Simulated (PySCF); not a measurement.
Species: C7H16NOP.
Numbering: `[CH3:1][N:2]([CH3:3])[CH2:4][P:5]1[CH2:6][CH2:7][O:8][CH2:9][CH2:10]1` (hydrogens: H11, H12, H13 on C1; H14, H15, H16 on C3; H17, H18 on C4; H19, H20 on C6; H21, H22 on C7; H23, H24 on C9; H25, H26 on C10)

Cartesian coordinates in Å at the PBE0-D3(BJ)/def2-SVP level; atoms count from 1:
```xyz
26
C7H16NOP angstrom
C      2.947    0.720    0.807
N      2.158   -0.334    0.219
C      2.969   -1.397   -0.315
C      1.171    0.148   -0.716
P     -0.201    1.054    0.168
C     -0.999   -0.387    1.028
C     -2.470   -0.091    1.286
O     -3.203    0.093    0.102
C     -2.853    1.242   -0.621
C     -1.446    1.168   -1.209
H      2.289    1.481    1.253
H      3.588    0.312    1.603
H      3.604    1.234    0.068
H      3.609   -1.079   -1.170
H      2.331   -2.225   -0.661
H      3.634   -1.791    0.470
H      0.726   -0.714   -1.241
H      1.597    0.820   -1.500
H     -0.468   -0.570    1.974
H     -0.910   -1.298    0.412
H     -2.943   -0.936    1.809
H     -2.569    0.801    1.940
H     -2.943    2.144    0.020
H     -3.595    1.336   -1.428
H     -1.245    2.067   -1.813
H     -1.380    0.288   -1.874
```

All values: PBE0/pcSseg-1 (PySCF, non-relativistic), on one gas-phase PBE0-D3(BJ)/def2-SVP geometry that isn't relaxed in the solvent. The solvent is an IEF-PCM continuum (van der Waals radii × 1.2). Specific hydrogen bonds and non-electrostatic terms are outside this model.

Gas phase at PBE0/pcSseg-1: HOMO -6.10 eV, LUMO 0.94 eV, dipole 1.38 D.

**Question.** What does the continuum do to the energy, the frontier levels and the dipole at PBE0/pcSseg-1 in acetone and dimethylsulfoxide?

**Answer.** 
```tsv
solvent	ε	E(solvent) − E(gas) (kcal/mol)	polarisation term (kcal/mol)	distortion of the solute (kcal/mol)	HOMO (eV)	LUMO (eV)	dipole (D)
acetone	20.49	-5.31	-5.97	0.66	-6.07	1.01	1.85
dimethylsulfoxide	46.83	-5.58	-6.32	0.74	-6.07	1.01	1.89
```

The polarisation term is half the interaction of the solute with the surface charges that it induces; the rest is the cost of distorting the solute's density. The sum is the electrostatic part of solvation alone. From acetone to dimethylsulfoxide the lowering changes by a factor 1.05, Onsager's factor (ε − 1)/(2ε + 1) by 1.04 and ε itself by 2.3.

**Question.** Which radius a makes the point-dipole formula ΔE = −[(ε − 1)/(2ε + 1)]·μ²/a³ give the value in dimethylsulfoxide, with the gas-phase dipole?

**Answer.** μ = 0.543 au and |ΔE| = 0.00889 Eh give a = 1.33 Å; the farthest nucleus lies 4.17 Å from the centroid of the nuclei, so such a sphere wouldn't even hold the nuclei. The formula assumes a rigid point dipole at the centre of a sphere.

**Question.** Give the dipole vector in the frame of the coordinates (D, pointing from negative to positive charge), gas and dimethylsulfoxide.

**Answer.** Gas (1.21, -0.26, -0.61), solvent (1.48, -0.40, -1.10). Its length changes by +37 % and its direction by 10°.

**Question.** Which Hirshfeld charges (PBE0/pcSseg-1) respond most in acetone (means over atoms taken as equivalent)?

**Answer.** 
```tsv
atoms	environment	gas (e)	solvent (e)	change
P5	phosphine phosphorus	+0.141	+0.119	-0.022
O8	cyclic ether oxygen	-0.149	-0.166	-0.017
N2	tertiary amine nitrogen	-0.094	-0.102	-0.008
H17/H18	methylene hydrogen	+0.029	+0.035	+0.006
H19/H20/H25/H26	methylene hydrogen	+0.038	+0.042	+0.004
H21/H22/H23/H24	methylene hydrogen	+0.037	+0.041	+0.004
C1/C3	N-methyl carbon	-0.073	-0.075	-0.002
C7/C9	sp3 carbon bound to oxygen	0.000	-0.001	-0.001
```

**Question.** Which Mayer bond orders change most in acetone?

**Answer.** 
```csv
bond,length (Å),gas,solvent,change
O8–C9,1.402,0.945,0.933,-0.012
N2–C4,1.442,0.959,0.951,-0.008
C7–O8,1.404,0.937,0.929,-0.008
C4–P5,1.866,0.945,0.952,+0.007
C6–C7,1.523,1.023,1.029,+0.006
C10–P5,1.860,0.952,0.957,+0.005
N2–C3,1.440,0.987,0.983,-0.004
C9–C10,1.526,1.023,1.027,+0.004
```

**Question.** How do the nuclear quadrupole coupling constants eQVzz/h respond in acetone?

**Answer.** 
```
  nucleus  Q (barn)  gas (MHz)  solvent (MHz)  η gas  η solvent
14N at N2   0.02044      -6.38          -6.29   0.04       0.04
17O at O8   -0.0256     -11.97         -11.78   0.96       0.96
```
